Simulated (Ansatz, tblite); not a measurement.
Isomers of HfO$_{3}$⁻ (doublet), found by a short tight-binding search and relaxed with r2SCAN-D4/def2-TZVPD in Ansatz.

In the def2 sets Hf takes a core potential; there is no spin–orbit coupling. The xTB rows come from tblite. LC-ωPBE has ω = 0.4 bohr⁻¹. HSE06 is defined as in plane-wave codes, on full-range PBE exchange. Correlated methods freeze 3 core orbitals; core or outer-core shells of Hf are correlated, in sets that lack core-valence functions. In CCSD on the charge -1 doublet the largest single amplitude is 0.18, so its Hartree–Fock determinant may place the open shell otherwise than the density functionals do.

A: At PBE-D4/def2-TZVPD, r2SCAN-D4/def2-TZVPD the highest occupied level of the charge -1 doublet lies above zero (up to 0.33 eV). It is a level of α spin, whose loss leaves a singlet; that state wasn't run at this geometry and level. The electron is either unbound and held by the finite basis, or the level is raised by self-interaction error. It holds 1 O–O bond.

Other spin states were run for one of them alone.

A:

| atom | x (Å) | y (Å) | z (Å) |
| --- | --- | --- | --- |
| Hf1 | -0.101 | 0.821 | 0.035 |
| O2 | -1.569 | 0.611 | -1.000 |
| O3 | 1.259 | -0.638 | -0.135 |
| O4 | 0.411 | -0.794 | 1.100 |

B:

```xyz
4

Hf   -0.033   -0.019   -0.021
O    -0.921    1.022   -1.311
O     1.413    0.794    0.916
O    -0.459   -1.797    0.417
```

Problem. Estimate which lies lowest at each level, and how far above it the others are (kcal/mol).

Solution. 
| level | A | B |
| --- | --- | --- |
| GFN1-xTB | 62.5 | 0.0 |
| GFN2-xTB | 28.7 | 0.0 |
| HF/def2-TZVPD | 34.1 | 0.0 |
| PBE-D4/def2-TZVPD | 30.5 | 0.0 |
| r2SCAN-D4/def2-TZVPD | 30.1 | 0.0 |
| PBE0-D4/def2-TZVPD | 22.5 | 0.0 |
| HSE06-D4/def2-TZVPD | 22.8 | 0.0 |
| LC-ωPBE/def2-TZVPD | 19.8 | 0.0 |
| MP2/def2-TZVPD | 15.6 | 0.0 |
| CCSD/def2-TZVPD | 21.2 | 0.0 |
| CCSD(T)/def2-TZVPD | 20.4 | 0.0 |
Point groups (tolerance 0.1 Å): A Cs, B C2v. Lower isomers may exist.
